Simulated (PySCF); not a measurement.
Ionisation energy of Ru³¹⁺ by level of theory

Ru³¹⁺ [Ne] 3s2 3p1 (2P) → Ru³²⁺ [Ne] 3s2 (1S), as a difference of total energies. Calculation: PySCF 2.14, in an uncontracted even-tempered set (18 s from 4.1 bohr⁻², ratio 2.5; 12 p from 5.4 bohr⁻², ratio 2.5; 5 d from 23 bohr⁻², ratio 2.7; 4 f from 34 bohr⁻², ratio 2.7); the spin-free X2C one-electron Hamiltonian (Gaussian nucleus). Correlated levels: outer shells: 1s2 frozen; virtual orbitals above 40 to 60 times the deepest correlated orbital energy dropped. The calculations carry no spin-orbit coupling.

| method | ionisation energy (eV) |
| --- | --- |
| UHF | 1789.0 |
| LDA | 1790.7 |
| PBE | 1791.3 |
| PBE0 | 1791.0 |
| r2SCAN | 1790.9 |
| PW91 | 1791.9 |
| PBEsol | 1790.7 |
| MP2 (outer shells) | 1789.5 |
| SCS-MP2 (outer shells) | 1789.3 |

A first-order spin-orbit estimate (lowest level to lowest level, LS coupling) adds 20.307 eV.

Breit and QED terms and the two-electron picture change are absent.

For comparison: 1794 ± 8 eV (semi-empirical (NIST evaluation); NIST Atomic Spectra Database, ionization energies).
